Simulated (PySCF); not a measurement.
`FC(F)(F)/C=C1C=C/1Cl`. Theory: PBE0-D3(BJ)/def2-SVP geometry optimisation, gas phase in PySCF 2.14.0.

```
atom  x, y, z in Å
F1     2.4375    0.1611    1.2186
C2     1.7027    0.2811    0.1011
F3     1.2379    1.5372    0.0664
F4     2.5640    0.1489   -0.9219
C5     0.6102   -0.7183    0.0427
C6    -0.6707   -0.3563   -0.0353
C7    -2.0774   -0.6629   -0.1206
C8    -1.7146    0.6095   -0.1057
Cl9   -2.1592    2.2190   -0.1487
H10    0.9044   -1.7684    0.0610
H11   -2.8560   -1.4200   -0.1673
```

(1) Which two atoms are farthest apart?

(2) Work out the bond lengths F1–C2, C2–F3, C2–C5, C5=C6, C6–C8, C7=C8, C7–H11, C8–Cl9 in Å.

(3) Give the dihedral angles F1–C2–C5–H10, F4–C2–C5–H10, H11–C7–C8–Cl9.

(4) How far apart are these pairs, which share no bond: F1···F3, C2···Cl9, F3···C5, F3···H11, F4···C8, C5···H11?

(5) How far are the heavy atoms from their best plane (unweighted least squares)?

(6) Write the matrix of distances between heavy atoms (Å, lower triangle).

Results:

(1) F1···H11 and F4···H11, 5.696 Å down to 5.693 Å.

(2) For F1–C2 the difference vector is (-0.7348, 0.1200, -1.1175) Å, of length 1.3428 Å. F1–C2 1.343; C2–F3 1.340; C2–C5 1.482; C5=C6 1.333; C6–C8 1.424; C7=C8 1.323; C7–H11 1.087; C8–Cl9 1.670 Å.

(3) F1–C2–C5–H10 -60° (synclinal); F4–C2–C5–H10 59° (synclinal); H11–C7–C8–Cl9 0° (synperiplanar). Dihedral signs follow IUPAC: positive where, seen along the central bond, the front bond turns clockwise onto the rear one.

(4) F1···F3 2.159 Å (2 bonds apart); C2···Cl9 4.328 Å (4 bonds apart); F3···C5 2.341 Å (2 bonds apart); F3···H11 5.056 Å (5 bonds apart); F4···C8 4.380 Å (4 bonds apart); C5···H11 3.543 Å (3 bonds apart).

(5) 0.505 Å rms; F1 1.07, C2 0.00, F3 0.00, F4 1.07, C5 0.00, C6 0.00, C7 0.00, C8 0.00, Cl9 0.00 Å (magnitudes).

(6) 
```
F1    0.000
C2    1.343  0.000
F3    2.159  1.340  0.000
F4    2.144  1.344  2.159  0.000
C5    2.344  1.482  2.341  2.345  0.000
C6    3.391  2.461  2.690  3.392  1.333  0.000
C7    4.781  3.902  3.983  4.780  2.693  1.442  0.000
C8    4.381  3.439  3.100  4.380  2.681  1.424  1.323  0.000
Cl9   5.219  4.328  3.472  5.215  4.042  2.977  2.883  1.670  0.000
```

The point group is Cs within 0.08 Å; differences among equivalent distances and angles are scatter left by the optimiser. No PBE0-D3(BJ)/def2-SVP frequencies stand behind this structure, so it isn't proved a minimum.

Rough CPU time on one thread of a shared machine: about 1.9 min. These figures are those of the optimisation.
